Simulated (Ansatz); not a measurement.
# Worked example: vertical ionisation energy of AgH (SMILES [AgH])

AgH: 2 atoms, total charge 0, spin state singlet. SMILES: `[AgH]`. Geometry: the measured bond length.

```xyz
2

Ag    0.0000    0.0000    0.0000
H     0.0000    0.0000    1.6181
```

Both states at this one shape; open shells run unrestricted unless said. 1 Eh = 27.2114 eV.

| level | program | singlet AgH (Eh) | doublet AgH+ (Eh) |
| --- | --- | --- | --- |
| SVWN5/STO-3G | Ansatz | -5143.672721 | -5143.455475 |
| revPBE/STO-3G | Ansatz | -5148.686674 | -5148.480967 |
| r2SCAN0/3-21G | Ansatz | -5176.753685 | -5176.446613 |
| CAM-B3LYP/def2-TZVPP (core potential) | Ansatz | -147.524527 | -147.178436 |

**Question.** Work out the vertical ionisation energy at each level.

**Answer.** 
1. SVWN5/STO-3G: -5143.455475 − (-5143.672721) = 0.217246 Eh = 5.91 eV.
2. revPBE/STO-3G: -5148.480967 − (-5148.686674) = 0.205707 Eh = 5.60 eV.
3. r2SCAN0/3-21G: -5176.446613 − (-5176.753685) = 0.307072 Eh = 8.36 eV.
4. CAM-B3LYP/def2-TZVPP (core potential): -147.178436 − (-147.524527) = 0.346091 Eh = 9.42 eV.

No measured value is set beside it here; the levels span 5.60 to 9.42 eV. Spin-orbit coupling, which splits open shells on such heavy atoms by tenths of an eV, is left out. Minimal sets are far from the basis-set limit. All-electron rows are non-relativistic unless named.
